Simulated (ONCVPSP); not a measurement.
## Before and after: ONCV potential for fluorine (F)

```json
{
  "Element": "F (Z = 9)",
  "Generator": "ONCVPSP 4.0.1",
  "Type": "optimised norm-conserving Vanderbilt (ONCV)",
  "Functional": "PBE",
  "Relativity": "scalar-relativistic",
  "Frozen core": "[He]",
  "Valence charge": "7",
  "Reference configuration": "2s2 2p2 (charge +3)",
  "Partial waves": "2s: rc 0.75 bohr, ncon 4, nbas 8, qcut 9.4 1/bohr, 2 projectors, debl 1.9 Ha; 2p: rc 1.45 bohr, ncon 4, nbas 8, qcut 11.4 1/bohr, 2 projectors, debl 2.1 Ha; d scattering state at 0.22 Ha: rc 1.55 bohr, ncon 4, nbas 8, qcut 5.7 1/bohr, 2 projectors, debl 3.9 Ha",
  "Local potential": "polynomial inside 0.65 bohr (lpopt 2, dvloc0 0 Ha)",
  "Core correction": "polynomial model core, fcfact 0.2"
}
```

In the s channel the program set the typed energies aside and used -3.352, 0.250 Ha. In the p channel the program set the typed energies aside and used -2.674, 0.250 Ha. In the d channel the program set the typed energies aside and used 0.050, 3.950 Ha.

Change: core correction none.

Cutoffs: the cutoffs (Ha) at which the residual kinetic energy of the hardest occupied pseudo-wave falls to 1 and 0.1 mHa per electron; they do not see the model core or the augmentation charge, which bear on the density cutoff. Errors are all-electron minus pseudo energies relative to the spin-unpolarised reference configuration.

Task: What does the change do?

Result: The potential gets neither clearly harder nor softer (87 Ha and 285 Ha → 87 Ha and 285 Ha); the errors of the 4 common tests hardly move; neither file shows a bound ghost.

```csv
quantity,base,changed
"cutoff, loose",87 Ha,87 Ha
"cutoff, tight",285 Ha,285 Ha
bound ghosts,none,none
GHOST(+) flags under 300 eV,none,none
"error for 2s2 2p5, meV [ΔE -118.41 eV]",+903,+887
"error for 2s2 2p4, meV [ΔE -99.02 eV]",+601,+590
"error for 2s2 2p3, meV [ΔE -60.64 eV]",+215,+211
"error for 2s2 2p1, meV [ΔE 85.80 eV]",+381,+378
s: phases at 0.76 bohr within 0.05 rad from the reference energy up to (Ha; the scan ends near 5),to the end of the scan,to the end of the scan
p: phases at 1.47 bohr within 0.05 rad from the reference energy up to (Ha; the scan ends near 5),to the end of the scan,to the end of the scan
d: phases at 1.57 bohr within 0.05 rad from the reference energy up to (Ha; the scan ends near 5),5.0,5.0
```
